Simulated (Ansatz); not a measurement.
One geometry of VH₂Cl₂, several levels of theory.

```yaml
crystal:
  periodic: [false, false, false]
  atoms:
    - {symbol: V, position_ang: [-0.080956, -0.000123, -0.056715]}
    - {symbol: H, position_ang: [0.069862, -0.008837, 1.560141]}
    - {symbol: H, position_ang: [1.490126, 0.011270, -0.467375]}
    - {symbol: Cl, position_ang: [-0.750762, 1.969250, -0.506355]}
    - {symbol: Cl, position_ang: [-0.728269, -1.971550, -0.529706]}
basis:
  gaussian: {orbitals: def2-TZVP, initial_orbitals: start.molden}
magnetization: {spin_polarized: true, initial_magnetization: 1}
hamiltonian: {xc: pbe, dispersion: d4}
scf: {omitted_lower_state_checks: [starts]}
output: {orbitals: {seedname: orbitals}}
```

The file start.molden holds the orbitals of an earlier run on this structure, at another level or in another basis.

```sh
$ ansatz run in.yaml --threads 4 --pin off --events-out ev --progress --plain --max-ram 3916MiB
```

It prints (some lines left out):

```
Functional definition: PBE
1034 factors; their error is unknown
mean field evaluation 1: about -50751.6600 eV, gradient 9.4e0 eV
mean field evaluation 2: about -50751.8405 eV, gradient 3.1e-1 eV
mean field evaluation 4: about -50751.8349 eV, gradient 3.5e-2 eV
mean field evaluation 8: about -50751.8349 eV, gradient 2.1e-5 eV
mean field -50751.83485481 eV, -1865.0955300851 hartree, gradient 2.1e-5 eV, S^2 0.762501; 0 other end points of the search recorded, 0 dependent functions left out
reference -50751.83489768 eV, -1865.0955316606 hartree; 30, 29 occupied and 101, 102 virtual orbitals, 1034 factors
Total energy: -50751.94372645 eV, -1865.0995310440 hartree
Checks for a lower state left out: starts
```

Run time 1.4 s (4 threads of Intel Xeon Platinum 8488C on a shared host).

First input, but with `gaussian: {orbitals: def2-SVP, initial_orbitals: start.molden}` (abridged; 0.9 s):

```
Functional definition: PBE
mean field -50739.48752267 eV, -1864.6417739983 hartree, gradient 1.5e-5 eV, S^2 0.764938
Total energy: -50739.59643313 eV, -1864.6457763838 hartree
Checks for a lower state left out: starts
```

First input, but with `hamiltonian: {xc: {name: BLYP}, dispersion: d4}` (abridged; 1.2 s):

```
Functional definition: BLYP
mean field -50769.13988760 eV, -1865.7314783104 hartree, gradient 2.1e-5 eV, S^2 0.760381
Total energy: -50769.37092940 eV, -1865.7399689398 hartree
Checks for a lower state left out: starts
```

As the first input, with `hamiltonian: {xc: {name: CAM-B3LYP}, dispersion: d4}` (abridged; 4.4 s):

```
Functional definition: CAM-B3LYP
mean field -50769.32674662 eV, -1865.7383452526 hartree, gradient 1.2e-5 eV, S^2 0.770190
Total energy: -50769.42392972 eV, -1865.7419166658 hartree
Checks for a lower state left out: starts
```

As the first input, with `hamiltonian: {xc: pbe}`, `correlation: {method: rpa}` and without the key `output` (abridged; 2 s):

```
Functional definition: PBE
mean field -50751.83483493 eV, -1865.0955293543 hartree, gradient 8.3e-7 eV, S^2 0.762501
15 core orbitals not correlated: weight in the atoms' cores, before any rotation towards them, 1.000 or more for the frozen orbitals, at most 0.000 for the correlated occupied ones
Total energy: -50730.16998674 eV, -1864.2993608686 hartree
Checks for a lower state left out: starts
```

The first input with `gaussian: {orbitals: 6-31G}`, `hamiltonian: {xc: hf}` (abridged; 0.95 s):

```
Functional definition: HF
mean field evaluation 16: about -50691.7839 eV, gradient 9.9e-5 eV
mean field evaluation 32: about -50691.7846 eV, gradient 2.5e-5 eV
mean field -50691.78463332 eV, -1862.8887251489 hartree, gradient 7.9e-6 eV, S^2 1.505812; 1 other end points of the search recorded, 0 dependent functions left out
Total energy: -50691.78463332 eV, -1862.8887251489 hartree
Checks for a lower state left out: starts
```

The first input with `gaussian: {orbitals: 6-31G}`, `hamiltonian: {xc: {name: B3LYP}, dispersion: d4}` (abridged; 1.4 s):

```
Functional definition: B3LYP
mean field evaluation 16: about -50764.2673 eV, gradient 1.1e-3 eV
mean field -50764.26731126 eV, -1865.5524144325 hartree, gradient 1.5e-5 eV, S^2 0.771311
Total energy: -50764.44511771 eV, -1865.5589486992 hartree
Checks for a lower state left out: starts
```

Geometry: PBE-D4/def2-TZVP.

The 6-31G sets use Cartesian d functions. B3LYP takes the VWN-RPA correlation. Correlated methods freeze 15 core orbitals; core or outer-core shells of V are correlated, in sets that lack core-valence functions. At HF/6-31G the charge 0 doublet is spin-contaminated (final ⟨S²⟩ up to 1.51, 0.75 for a pure state). No other spin state of charge 0 was run.
